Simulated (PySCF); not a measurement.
Pt⁺: fine-structure interval

Pt⁺ [Xe] 4f14 5d9 [5d3/2^4 5d5/2^5, M_J = 5/2] → Pt⁺ [Xe] 4f14 5d9 [5d3/2^3 5d5/2^6, M_J = 3/2], as a difference of total energies. Computed with PySCF 2.14 in x2c-SVPall-2c with one added diffuse shell each of s, d type (8s9p10d2f, 99 functions), with the two-component X2C-1e Hamiltonian. Correlated levels: [Kr] 4d10 4f14 frozen; the 22 highest virtual spinors dropped. "Screened" scales the spin-orbit matrix elements by Boettger's factors to mimic the two-electron term; Breit and QED terms are absent.

| method | fine-structure interval (cm⁻¹) |
| --- | --- |
| GHF (screened spin-orbit) | 11501 |
| GMP2 (screened spin-orbit) | 11410 |
| GHF (bare spin-orbit) | 13339 |

The determinant of the lower state mixes levels of different J (the jj label is only the starting occupation), so the difference between spin-free and spin-orbit rows is not the physical spin-orbit shift.
